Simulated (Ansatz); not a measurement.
Ansatz (a program for electronic structure) input (B3LYP/LANL2DZ): The .json file is the Basis Set Exchange's LANL2DZ.

Ansatz 0.2 input:
```yaml
crystal:
  periodic: [false, false, false]
  atoms:
    - {symbol: Te, position_ang: [0.02991319, 0.01029401, 0.92935128]}
    - {symbol: Br, position_ang: [0.87742343, -1.81898558, -0.69926886]}
    - {symbol: Br, position_ang: [-0.92186588, 1.80369162, -0.68148161]}
basis:
  gaussian:
    orbitals: LANL2DZ.json
hamiltonian:
  xc: {name: B3LYP}
total_charge: 1
magnetization: {spin_polarized: true, initial_magnetization: 1}
phonons: {temperatures: {t_min: 298.15, t_max: 298.15, t_step: 100}}
```

Output:

```
Functional definition: B3LYP
integrals: 0.01 GiB planned
422 factors; integrals over basis functions are off by at most 2.2e-5 eV
mean field: 0.10 GiB planned
mean field evaluation 1: about -923.1638 eV, gradient 1.8e1 eV
mean field evaluation 2: about -910.1779 eV, gradient 3.8e1 eV
mean field evaluation 4: about -926.8086 eV, gradient 1.9e-1 eV
mean field evaluation 8: about -926.8080 eV, gradient 1.7e-2 eV
mean field evaluation 16: about -926.8080 eV, gradient 3.1e-5 eV
mean field -926.80804944 eV, -34.0595676040 hartree, gradient 3.1e-5 eV, S^2 0.751970; 0 other end points of the search recorded, 0 dependent functions left out
the calculation of the forces begins
reference -926.80825087 eV, -34.0595750064 hartree; 10, 9 occupied and 14, 15 virtual orbitals, 422 factors
these checks for a lower state are left out or cut short: stability, starts, cluster_reference, orbital_swaps, neighbouring_geometries, increment
integrals: 0.01 GiB planned
422 factors; integrals over basis functions are off by at most 2.3e-5 eV
mean field: 0.10 GiB planned
mean field -926.80802475 eV, -34.0595666967 hartree, gradient 1.7e-6 eV, S^2 0.751976; 0 other end points of the search recorded, 0 dependent functions left out
the calculation of the forces begins
reference -926.80822619 eV, -34.0595740995 hartree; 10, 9 occupied and 14, 15 virtual orbitals, 422 factors
these checks for a lower state are left out or cut short: stability, starts, cluster_reference, orbital_swaps, neighbouring_geometries, increment
integrals: 0.01 GiB planned
422 factors; integrals over basis functions are off by at most 2.2e-5 eV
mean field: 0.10 GiB planned
mean field -926.80803240 eV, -34.0595669775 hartree, gradient 2.1e-6 eV, S^2 0.751963; 0 other end points of the search recorded, 0 dependent functions left out
the calculation of the forces begins
reference -926.80823382 eV, -34.0595743796 hartree; 10, 9 occupied and 14, 15 virtual orbitals, 422 factors
these checks for a lower state are left out or cut short: stability, starts, cluster_reference, orbital_swaps, neighbouring_geometries, increment
integrals: 0.01 GiB planned
422 factors; integrals over basis functions are off by at most 2.2e-5 eV
mean field: 0.10 GiB planned
mean field evaluation 32: about -926.8092 eV, gradient 9.9e-2 eV
mean field -926.80802251 eV, -34.0595666142 hartree, gradient 2.1e-6 eV, S^2 0.751977; 0 other end points of the search recorded, 0 dependent functions left out
the calculation of the forces begins
reference -926.80822396 eV, -34.0595740173 hartree; 10, 9 occupied and 14, 15 virtual orbitals, 422 factors
these checks for a lower state are left out or cut short: stability, starts, cluster_reference, orbital_swaps, neighbouring_geometries, increment
integrals: 0.01 GiB planned
422 factors; integrals over basis functions are off by at most 2.2e-5 eV
mean field: 0.10 GiB planned
mean field -926.80803730 eV, -34.0595671579 hartree, gradient 2.1e-6 eV, S^2 0.751962; 0 other end points of the search recorded, 0 dependent functions left out
the calculation of the forces begins
reference -926.80823872 eV, -34.0595745597 hartree; 10, 9 occupied and 14, 15 virtual orbitals, 422 factors
these checks for a lower state are left out or cut short: stability, starts, cluster_reference, orbital_swaps, neighbouring_geometries, increment
integrals: 0.01 GiB planned
422 factors; integrals over basis functions are off by at most 2.2e-5 eV
mean field: 0.10 GiB planned
mean field -926.80804548 eV, -34.0595674583 hartree, gradient 2.8e-6 eV, S^2 0.751966; 0 other end points of the search recorded, 0 dependent functions left out
the calculation of the forces begins
reference -926.80824691 eV, -34.0595748606 hartree; 10, 9 occupied and 14, 15 virtual orbitals, 422 factors
these checks for a lower state are left out or cut short: stability, starts, cluster_reference, orbital_swaps, neighbouring_geometries, increment
integrals: 0.01 GiB planned
422 factors; integrals over basis functions are off by at most 2.2e-5 eV
mean field: 0.10 GiB planned
mean field -926.80804070 eV, -34.0595672825 hartree, gradient 2.4e-6 eV, S^2 0.751974; 0 other end points of the search recorded, 0 dependent functions left out
the calculation of the forces begins
reference -926.80824213 eV, -34.0595746852 hartree; 10, 9 occupied and 14, 15 virtual orbitals, 422 factors
Total energy: -926.80825087 eV, -34.0595750064 hartree
Atom 0 at     0.029913     0.010294     0.929351 Å, force    -0.000086    -0.000030    -0.002677 eV/Å
Atom 1 at     0.877423    -1.818986    -0.699269 Å, force    -0.001283     0.002685     0.001352 eV/Å
Atom 2 at    -0.921866     1.803692    -0.681482 Å, force     0.001369    -0.002656     0.001326 eV/Å
Dipole moment:     0.016147     0.005557     0.501646 e Å
Vibrations: 75.56 230.54 232.49 cm⁻¹, zero-point energy 0.033388 eV
```

The blocks after the first are displaced geometries, from whose forces the wavenumbers follow.

The dipole moment of an ion depends on the origin.
